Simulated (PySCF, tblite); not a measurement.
Isomers of C7H11NO, one GFN2-xTB conformer each. Single-point energies are computed at PBE0/pcSseg-1 (PySCF, gas phase, no added dispersion term), electronic only.

Problem. Rank them by PBE0/pcSseg-1 energy, lowest first (kcal/mol).
A. `[CH:1]#[C:2][CH2:3][CH2:4][CH2:5][NH:6][C:7]([CH3:8])=[O:9]` with C2–C3–C4–C5 66°, C3–C4–C5–N6 -178°, C4–C5–N6–C7 -104°, C5–N6–C7–C8 178°
B. `[CH:1]#[C:2][CH2:3][N:4]([CH3:5])[C:6](=[O:7])[CH2:8][CH3:9]` with C2–C3–N4–C5 -62°, C3–N4–C6–O7 -1°, N4–C6–C8–C9 -177°

Solution. A (0.0), B (8.6).

As drawn, the lower has an N–H bond, which the higher lacks. GFN2-xTB itself gives, in the same order: 0.0, 0.4. Both levels put the same isomer lowest.

Problem. Which frontier levels, dipoles and rotational constants go with these structures?

Solution. 
| SMILES | HOMO (eV, PBE0/pcSseg-1) | LUMO (eV) | dipole (D) | A, B, C (MHz) |
| --- | --- | --- | --- | --- |
| C#CCCCNC(C)=O | -7.21 | 0.84 | 3.43 | 4594, 626.5, 598.9 |
| C#CCN(C)C(=O)CC | -7.10 | 0.65 | 3.69 | 3546, 888.9, 792.5 |

Problem. What happens when harmonic zero-point energies from GFN2-xTB frequencies are added?

Solution. 
```
         SMILES  ZPE (kcal/mol)  electronic (kcal/mol)  with ZPE (kcal/mol)
  C#CCCCNC(C)=O           103.2                    0.0                  0.0
C#CCN(C)C(=O)CC           102.9                    8.6                  8.3
```

The zero-point energies span 0.3 kcal/mol. The order is unchanged.
